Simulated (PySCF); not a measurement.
Species: C₄H₆ClSi (doublet state).
Geometry (GFN2-xTB, Å), atoms numbered from 1 in this order:
```
atom  x, y, z in Å
C1     2.3012   -0.5358    0.3533
C2     0.9867   -0.4223    0.1143
C3     0.2123    0.7679    0.1854
Cl4    1.0501    2.2298    0.6269
C5    -1.1349    0.8730   -0.0634
Si6   -2.2983   -0.4241   -0.5354
H7     2.9030    0.3118    0.6300
H8     2.8030   -1.4831    0.2727
H9     0.4196   -1.3011   -0.1659
H10   -1.5608    1.8649    0.0385
H11   -1.9947   -1.8276   -0.7404
H12   -3.6859   -0.0541   -0.7419
```

The hyperfine couplings belong to this conformer and change with its torsions.

The species is `C=C/C(Cl)=C\[SiH2]` [radical].

Theory: PySCF, UKS B3LYP, pcH-1 on C Cl H Si, non-relativistic, mean-field spin-orbit, GIAO. One conformer (not necessarily the lowest) at the GFN2-xTB geometry, without solvent, vibrations or thermal averaging. A GFN2-xTB geometry isn't a minimum of the functional, and hyperfine couplings can be far from their values at a DFT geometry, by a factor of two or more for some ions and for spin on atoms past the first row. No stability test was run, so a lower SCF solution isn't excluded. ⟨S²⟩ is 0.783 where a pure state has 0.75.

(1) Give the principal g shifts and their parts.

(2) What effective moment and Curie constant follow for a powder?

(3) Average each term over the three axes. Which is largest in size?

(4) In a frozen sample, at which fields do the three g values resonate at 9.5, 34, 94 and 263 GHz (hyperfine left aside), and which band first spreads them over more than twice a line width of 1.0 mT?

Answers

(1) 
```csv
Δg (ppm),1,2,3
relativistic mass correction,-137,-137,-137
gauge correction,1,33,35
orbital Zeeman/spin–orbit,-223,2312,3488
total,-359,2208,3386
```

So g = 2.00196, 2.00453, 2.00571 and g_iso = 2.00406; the tensor is rhombic: the two nearest values differ by 31 % of g3 − g1. Axes: g1 is normal to the molecular plane and g2 points within 4° of the C1–H8 bond.

(2) With the mean of g² = 4.0163 and S(S+1) = 0.75: μ_eff = √(⟨g²⟩S(S+1)) = 1.736 μB and χT = 0.12505·⟨g²⟩·S(S+1) = 0.377 cm³ K/mol (cgs; spin-Hamiltonian part alone).

(3) The orbital-Zeeman/spin–orbit term 1859, the mass correction -137 and the gauge correction 23 ppm, for a total of 1745 ppm. The orbital-Zeeman/spin–orbit term is the largest in size. The mass correction is the same along every axis, so the anisotropy comes from the other two: their spans along these axes are 34 (gauge) and 3712 ppm (orbital Zeeman/spin–orbit).

(4) 
```json
{"band": "X", "GHz": "9.5", "B(g3) mT": "338.41", "B(g2) mT": "338.61", "B(g1) mT": "339.04", "spread mT": "0.63"}
{"band": "Q", "GHz": "34.0", "B(g3) mT": "1211.16", "B(g2) mT": "1211.87", "B(g1) mT": "1213.42", "spread mT": "2.27"}
{"band": "W", "GHz": "94.0", "B(g3) mT": "3348.49", "B(g2) mT": "3350.46", "B(g1) mT": "3354.76", "spread mT": "6.26"}
{"band": "J", "GHz": "263.0", "B(g3) mT": "9368.65", "B(g2) mT": "9374.16", "B(g1) mT": "9386.18", "spread mT": "17.53"}
```

The spread grows in proportion to the frequency. Q band is the first where it exceeds 2.0 mT.

The largest Mulliken spin populations are on Si6 (+0.83), C3 (+0.34), C1 (+0.25) and C5 (-0.23). Three atoms exceed +0.15. The positive populations add up to 1.45 and the negative ones to -0.45, together 2S = 1. The angles at Si6 add up to 360.0°, so it is planar; its axial dipolar tensor and the negative couplings of its protons fit spin in a p orbital normal to that plane.

The HOMO–LUMO gaps are 3.54 eV among the α and 4.32 eV among the β orbitals.
